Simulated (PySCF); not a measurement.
C5H10O, SMILES CC[C@@H]1CCO1.

Geometry: B3LYP-D3(BJ)/def2-SVP. The values are those of a single conformer.

Two levels are set side by side: PBE/def2-TZVP (PySCF) and M06-2X/def2-TZVP (PySCF). Same geometry, gas phase. Differences are taken from unrounded values.

```
quantity                     M06-2X    PBE  PBE minus M06-2X
---------------------------  ------  -----  ----------------
orbital gap (eV)              10.63   6.05             -4.57
highest occupied level (eV)   -8.67  -5.54              3.13
lowest empty level (eV)        1.95   0.51             -1.44
dipole moment (D)              1.80   1.62             -0.18
mean polarisability (bohr³)    62.3   65.5               3.2
```

PBE's occupied levels lie high since its potential decays too fast outside the molecule; exact exchange lowers them and widens the gap. PBE's more diffuse valence density responds more strongly to a field. Differences between two approximate levels are no errors against the true value.

Rough cost on one machine, each run with all the roots and properties that it gave: M06-2X against PBE about 4 times.
